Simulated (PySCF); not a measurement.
C2H7O, SMILES CC[OH2+], charge +1. Geometry optimised at B3LYP-D3(BJ)/def2-TZVP. The isomer is the one that the SMILES or the coordinates give; other isomers of the formula were not compared.

Computed with PySCF 2.14.0 with B3LYP-D3(BJ)/def2-TZVP.

Harmonic wavenumbers (cm⁻¹): 176, 264, 368, 643, 711, 799, 915, 951, 1119, 1224, 1315, 1382, 1421, 1477, 1493, 1501, 1664, 3040, 3101, 3123, 3123, 3191, 3630, 3711. Rotational constants (GHz): 30.31, 8.300, 7.371; symmetry number 1.

Task: Work out the zero-point energy and the ideal-gas rigid-rotor harmonic-oscillator thermochemistry at 298.15 K and 1 atm.

Result: ZPE = ½ Σ hcν = ½ × 40344 cm⁻¹ = 241.31 kJ/mol. H − E(el) = 256.24 kJ/mol. Entropy in J/(mol K): translation 156.78, rotation 94.88, vibration 26.85, total 278.51. G − E(el) = 173.20 kJ/mol. Cp = 73.19 J/(mol K).
